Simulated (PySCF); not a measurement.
An unknown is described by computed data only.

Elements present: C, H, S and Si. Monoisotopic mass: 142.0272 u.

| Property | Result |
| --- | --- |
| NMR, other nuclei | isotropic shieldings of nuclei other than C and H, by class: 426 (1 Si), 494 (1 S) ppm [GIAO PBE0/pcSseg-1] |
| 13C NMR | chemical shifts (computed TMS as zero) by class: 149.5 (1 C), 128.5 (1 C), 105.3 (1 C), 86.4 (1 C), 29.1 (1 C), 22.0 (1 C) ppm [GIAO PBE0/pcSseg-1] |
| Dipole | 2.10 D [PBE0/pcSseg-1] |
| 1H NMR | chemical shifts (computed TMS as zero) by class: 6.42 (1 H), 4.76 (2 H), 2.29 (3 H), 2.23 (3 H), 1.93 (1 H) ppm [GIAO PBE0/pcSseg-1] |
| Rotational structure | rotational constants A, B, C: 3.643, 0.645, 0.559 GHz [GFN2-xTB] |

Electronic properties: PySCF, gas phase, density fitting. Levels stand in brackets. One conformer (not necessarily the lowest) at the GFN2-xTB geometry, without solvent, vibrations or thermal averaging. Each NMR value is the plain mean over a class of atoms that symmetry, rotation or inversion makes alike.

Q: Which formula fits the mass and the elements?

A: C6H10SSi (calculated 142.0272). No other formula that holds each of these elements comes within 0.0003 u with a fitting electron parity and a possible valence count.

Q: What is the compound? Reason from the data.

A: Numbering: `[CH:1]#[C:2][SiH2:3]/[C:4]([CH3:5])=[CH:6]\[S:7][CH3:8]`. Its formula, C6H10SSi, gives 3 degrees of unsaturation: 0 rings and 3 π bonds in the structure found. 6 carbons fall into 6 classes; from least to most shielded: alkene CH carbon [C6] (149.5 ppm), fully substituted alkene carbon [C4] (128.5 ppm), terminal alkyne carbon [C1] (105.3 ppm), alkyne carbon [C2] (86.4 ppm), allylic carbon [C5] (29.1 ppm), S-methyl carbon [C8] (22.0 ppm). Hydrogen classes from least to most shielded: 1 H on an alkene CH carbon, C6 (6.42 ppm), 2 H on an SiH2 silicon, Si3 (4.76 ppm), 3 H on an S-methyl carbon, C8 (2.29 ppm, a mean of values up to 0.5 ppm apart in this geometry), 3 H on an allylic carbon, C5 (2.23 ppm, a mean of values up to 0.7 ppm apart in this geometry), 1 H on a terminal alkyne carbon, C1 (1.93 ppm). The other shieldings belong to: 426 ppm, SiH2 silicon [Si3]; 494 ppm, sulfide sulfur [S7]. The optimised geometry has point group C1 and is an asymmetric top. Structure: `C#C[SiH2]/C(C)=C\SC`. Computed isomers that give other values at the same levels: `C#CC[C@H]1CCS[SiH2]1` (13C chemical shifts (computed TMS as zero) by class: 87.0 (1 C), 78.8 (1 C), 39.2 (1 C), 39.1 (1 C), 31.4 (1 C), 21.1 (1 C) ppm); `C1=C(C2CCC2)S[SiH2]1` (13C chemical shifts (computed TMS as zero) by class: 189.0 (1 C), 114.6 (1 C), 44.5 (1 C), 26.5 (2 C), 17.3 (1 C) ppm); `C=CCC(=C=S)[SiH2]C` (13C chemical shifts (computed TMS as zero) by class: 244.5 (1 C), 147.8 (1 C), 121.5 (1 C), 57.4 (1 C), 37.5 (1 C), -3.5 (1 C) ppm). The assignments are read from this structure; whether some other isomer fits the data as well wasn't checked.

The values belong to the conformer `[CH:1]#[C:2][SiH2:3]/[C:4]([CH3:5])=[CH:6]\[S:7][CH3:8]`: C2–Si3–C4–C5 -13°, C4–C6–S7–C8 -179°.
